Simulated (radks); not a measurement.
Isoelectronic series with 44 electrons, each ion in its NIST ground configuration. All-electron calculation, scalar-relativistic Kohn-Sham, r2SCAN, spin-unpolarised, spherical densities, finite nucleus; meta-GGA in the generalised Kohn-Sham scheme; Fermi nuclear charge, rms radius of each element as measured or else 0.836 A^(1/3) + 0.57 fm. Program: a radial shooting solver on a logarithmic mesh with Libxc functionals. Total energies (hartree) and mean radii <r> (bohr) (* marks an orbital that is empty in some or all of the ions):

| ion | configuration | E (hartree) | 5s* | 4d | 4p |
|---|---|---|---|---|---|
| Ru | [Kr] 4d7 5s1 | -4531.29611 | 3.392 | 1.694 | 1.132 |
| Rh+ | [Kr] 4d8 | -4784.41977 | 2.976 | 1.534 | 1.086 |
| Pd2+ | [Kr] 4d8 | -5045.39307 | 2.597 | 1.365 | 1.036 |
| Ag3+ | [Kr] 4d8 | -5314.23077 | 2.331 | 1.243 | 0.9887 |
| Cd4+ | [Kr] 4d8 | -5590.94109 | 2.129 | 1.148 | 0.9449 |
| In5+ | [Kr] 4d8 | -5875.55090 | 1.968 | 1.070 | 0.9046 |
| Sn6+ | [Kr] 4d8 | -6168.08396 | 1.834 | 1.005 | 0.8674 |
| Sb7+ | [Kr] 4d8 | -6468.57509 | 1.721 | 0.9484 | 0.8331 |
| Te8+ | [Kr] 4d8 | -6777.05749 | 1.624 | 0.8992 | 0.8013 |
| I9+ | [Kr] 4d8 | -7093.57761 | 1.538 | 0.8558 | 0.7720 |
